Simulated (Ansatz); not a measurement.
Two structures of SnNH7S, singlet, reached by relaxing down either side of one saddle point (PBE0-D4/def2-TZVP). Energies are electronic, without zero-point energy. Program: Ansatz 0.2.0. Basis: def2-TZVPP and def2-QZVPP. Cores are frozen in the correlated methods. Filled d shells of the heavier atoms are correlated. Core potentials replace the inner electrons of the atoms past krypton. The def2 sets are not built for correlating such inner shells, so the correlated values are less sure here. Extrapolation: Hartree–Fock as exp(−7.88 √X), correlation as X^−2.97. First:

```xyz
10
angstrom
Sn -1.1618 0.9072 -0.0269
N 0.4311 0.2123 1.0552
H -0.4925 1.8566 -1.2682
H -2.2194 1.8432 0.9445
H -1.9605 -0.4810 -0.6003
H 1.4005 -0.8927 -0.4231
S 1.7825 -1.4806 -1.5905
H 0.1517 -0.3452 1.8535
H 1.0194 0.9579 1.4078
H 1.0489 -2.5777 -1.3517
```

Second:

```tsv
atom	x (Å)	y (Å)	z (Å)
Sn1	-1.2455	0.5255	-1.4161
N2	1.0936	-0.4634	1.6445
H3	-1.9293	0.8639	-2.9397
H4	-1.1174	1.9558	-0.4874
H5	-2.2119	-0.6001	-0.5654
H6	1.9965	-0.7987	1.9575
S7	0.9254	-0.3879	-1.8104
H8	0.3902	-1.0707	2.0471
H9	0.9616	0.4598	2.0398
H10	1.1370	-0.4844	-0.4698
```

Which bonds change from the first to the second?

SnNH₅ ([NH2][SnH3]) + H₂S → SnH₄S ([SH][SnH3]) + NH₃; bonds formed: Sn1–S7, N2–H6; bonds broken: Sn1–N2, H6–S7.

Give the saddle point's structure and its height above each. (Judge from chemistry; the value comes from the calculation.)

The calculation gives: 10.33 kcal/mol above the first and 27.30 kcal/mol above the second (CCSD(T) at an estimated basis limit (MP2 extrapolated from triple and quadruple zeta, plus CCSD(T) − MP2 in triple zeta)).
| atom | x (Å) | y (Å) | z (Å) |
| --- | --- | --- | --- |
| Sn1 | -1.0284 | 0.7215 | -0.2562 |
| N2 | 0.5642 | 0.1036 | 1.0021 |
| H3 | -0.3827 | 1.7392 | -1.4392 |
| H4 | -1.9604 | 1.6522 | 0.8553 |
| H5 | -1.9063 | -0.6524 | -0.7012 |
| H6 | 1.1403 | -0.5221 | 0.0706 |
| S7 | 1.3796 | -1.1170 | -1.4805 |
| H8 | 0.2824 | -0.4961 | 1.7706 |
| H9 | 1.1204 | 0.8625 | 1.3827 |
| H10 | 0.7911 | -2.2915 | -1.2041 |

T1 diagnostic: at most 0.013.

Exchanges of this kind with a chalcogen hydride build sulfide and selenide films.

Labels in which every atom is bracketed show which atoms are joined, not bond orders.

For scale, one of the runs: CCSD(T)/def2-TZVPP, 221 basis functions, launched by `ansatz run in.yaml --threads 4 --pin off --events-out ev --progress --plain --max-ram 9574MiB`. Hardware: 4 CPU threads of an Arm Neoverse V1, shared host. Wall time 110 s; peak host memory 3.7 GiB.
